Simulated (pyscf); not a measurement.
Structures and frequencies: ωB97X-D3(BJ)/def2-SVP in PySCF. MP2 and CC: frozen core, UHF for open shells. ΔMP2 is the change of the MP2 total energy from the triple- to the quadruple-zeta basis. Singlets are restricted, triplets unrestricted.

Singlet (Å):
```xyz
3

B      0.6818     1.6545     0.3737
O      0.9392     0.5459    -0.2540
H      0.3155    -0.1933    -0.2815
```

Triplet (Å):
```xyz
3

B      0.6850     1.6092     0.4323
O      0.9542     0.6064    -0.4216
H      0.4470    -0.2004    -0.2431
```

Task: For these two minima of B–OH, which spin state lies lower at CCSD(T)/def2-TZVPP + ΔMP2(QZVPP), and by how much (electronic energies)?

Result: The singlet, by 70.4 kcal/mol. Zero-point energy shifts E(triplet) − E(singlet) by +0.5 kcal/mol. B–OH [singlet] lies 44.5 kcal/mol over its isomer HB=O, and others may lie lower still (electronic energy, ωB97M-D3(BJ)). 

E(triplet) − E(singlet) by level (kcal/mol):

```csv
level,gap
ωB97X-D3(BJ)/def2-TZVP,+70.2
PBE/def2-TZVP,+62.4
r²SCAN/def2-TZVP,+57.6
B3LYP-D3(BJ)/def2-TZVP,+67.3
PBE0-D3(BJ)/def2-TZVP,+61.8
M06-2X/def2-TZVP,+68.7
ωB97M-D3(BJ)/def2-TZVP,+74.2
HF/def2-TZVP,+48.3
MP2/def2-QZVPP,+65.1
CCSD/def2-TZVPP,+68.7
CCSD(T)/def2-TZVPP,+69.6
CCSD(T)/def2-TZVPP + ΔMP2(QZVPP),+70.4
```

The triplet is the lowest one reached from the SCF start used. The CCSD(T) − MP2 part came from Ansatz, without density fitting, on the same reference.
